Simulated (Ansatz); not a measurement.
The cluster Ba₂O⁺, relaxed as a quartet with UKS PBE0-D4/def2-TZVP in Ansatz, starting from the PBE0-D4/def2-TZVP geometry of the charge +1 doublet. Force threshold 0.02 eV/Å.

In the def2 sets Ba takes a core potential; there is no spin–orbit coupling. The relaxation made no stability test and no search for a lower SCF solution. At PBE0-D4/def2-TZVP a doublet of charge 1 lies 3.76 eV below the quartet, each at its own geometry. The structure comes from a short search, and lower isomers may exist.

Start:

```xyz
3

Ba    0.3625    1.7399   -1.0787
Ba    0.0160   -1.8315    0.9838
O    -0.3785    0.0915    0.0949
```

Problem. Estimate the energy that the relaxation releases and the steps that it takes.

Solution. 92.0 kJ/mol, in 6 steps; 15 s on 4 threads of Arm Neoverse V1 on a shared host. No frequencies were taken in this run, so the end may be a saddle point.

Problem. Does the start keep its bonding?

Solution. By distances, no bond broke or formed, bridged metal pairs apart. The bond that changes most is Ba1–O3, from 2.15 to 2.50 Å (atoms count from 1). Metal–metal contacts that move far: Ba1–Ba2 4.14 to 5.01 Å.

Problem. Predict the relaxed structure.

Solution. 
```
atom   x (Å)   y (Å)   z (Å)
 Ba1   0.212   2.159  -1.248
 Ba2  -0.207  -2.160   1.247
  O3  -0.004   0.001   0.001
```
Bond lengths (bridged metal pairs left out): 2 × Ba–O 2.50 Å.
